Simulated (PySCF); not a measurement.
Species: (F)2Hf(OSiH2)2O (singlet state).
Bonds: Hf1–F2, Hf1–F3, Hf1–O4, Hf1–O8, O4–Si5, Si5–O6, O6–Si7, Si7–O8. Hydrogens: H9, H10 on Si5; H11, H12 on Si7.

Method used: PBE0-D3(BJ)/def2-SVP geometry optimisation, gas phase, def2 core potentials past Kr in PySCF.

Task: Give the optimised bond lengths and angles.

Result: 
| bond | length (Å) |
| --- | --- |
| Hf1–F2, Hf1–F3 | 1.920 |
| Hf1–O4, Hf1–O8 | 1.944 |
| O4–Si5, Si7–O8 | 1.670 |
| Si5–O6, O6–Si7 | 1.661 |
| Si5–H9 and 3 like bonds | 1.485 |

Bonds in one row agree within 0.01 Å and their mean is given. A selection of angles:
| angle | degrees |
| --- | --- |
| F2–Hf1–F3 | 113.7 |
| F2–Hf1–O4 | 111.3 |
| O4–Hf1–O8 | 97.5 |
| Hf1–O4–Si5 | 134.5 |
| O4–Si5–O6 | 107.2 |
| O4–Si5–H9 | 109.5 |
| O6–Si5–H9 | 109.2 |
| H9–Si5–H10 | 112.1 |
| Si5–O6–Si7 | 139.0 |
| Hf1–O8–Si7 | 134.5 |

Dihedral angles: F2–Hf1–O4–Si5 -119° (anticlinal); F2–Hf1–O8–Si7 119° (anticlinal); Hf1–O4–Si5–O6 2° (synperiplanar); O4–Si5–O6–Si7 -1° (synperiplanar); Si5–O6–Si7–O8 1° (synperiplanar); O6–Si7–O8–Hf1 -2° (synperiplanar).

Hf1 (hafnium bonded to 2 F and 2 O) is distorted tetrahedral (angles from 97.5° to 113.7°). O6 (oxygen bonded to 2 Si) is bent (angle 139.0°). Si5 (silicon bonded to 2 O and 2 H) is tetrahedral (angles from 107.2° to 112.1°).

Point group: near C2v, missed by 0.08 Å at most; the miss may be what the optimiser left on a soft mode (Cs holds within 0.08 Å). PBE0-D3(BJ)/def2-SVP frequencies: not computed here. Torsions: F2–Hf1–O4–Si5 -119°, F2–Hf1–O8–Si7 119°, Hf1–O4–Si5–O6 2°, O4–Si5–O6–Si7 -1°, Si5–O6–Si7–O8 1°.
